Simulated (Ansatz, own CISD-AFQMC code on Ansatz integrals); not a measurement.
H3NOSi, SMILES `N[SiH]=O` (charge 0, multiplicity 1).

Z-matrix (Å, degrees):
```
Si
O 1 1.5148
N 1 1.6750 2 126.75
H 3 1.0066 1 122.98 2 179.99
H 3 1.0070 4 113.92 1 179.99
H 1 1.4794 2 126.07 3 180.00
```
Charge 0, spin multiplicity 1.

Frozen-core energies in cc-pVDZ from Ansatz (a first-principles code) at a geometry from PBE0-D3(BJ)/def2-TZVP; the HF reference has <S^2> = 0.00 and the T1 diagnostic is 0.019.

```csv
level,energy (Ha)
HF,-420.01446
MP2,-420.46853
CCSD,-420.48672
CCSD(T),-420.50040
```

### Question
Estimate the energies of CCSDT, phaseless AFQMC, CISD trial (own CISD-AFQMC code on Ansatz integrals; ±0.39 mHa) and CCSDT(Q), and give each level's difference from CCSDT(Q).

### Answer

| level | energy (Ha) | difference from CCSDT(Q) (mHa) |
|---|---|---|
| MP2 | -420.46853 | 34.46 |
| CCSD | -420.48672 | 16.27 |
| CCSD(T) | -420.50040 | 2.59 |
| CCSDT | -420.50125 | 1.74 |
| phaseless AFQMC, CISD trial (own CISD-AFQMC code on Ansatz integrals; ±0.39 mHa) | -420.50362 | -0.62 |
| CCSDT(Q) | -420.50299 | 0.00 |
